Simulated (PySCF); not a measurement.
Electron correlation in Re²⁺ (rhenium, charge +2)

[Xe] 4f14 5d5, high-spin 6S determinant. All numbers are calculated (PySCF 2.14, scalar relativity through the core potential, in def2-TZVPPD with the def2 core potential (60 electrons)). Frozen: nothing; 13 electrons correlated.

```csv
level,correlation energy (mhartree)
CCSD,-270.65
(T),-5.51
CCSD(T),-276.16
```

Diagnostics: T1 = 0.0039, D1 = 0.0070, largest double amplitude 0.022.

Problem. Is a single reference adequate?

Solution. Yes, within this model without spin-orbit coupling: T1 lies below 0.03 and no double amplitude reaches 0.07.

The basis has no tight functions for the innermost shells, so their pair energies are far from complete.

This basis was not built for core-valence correlation, so the inner-shell part is incomplete.
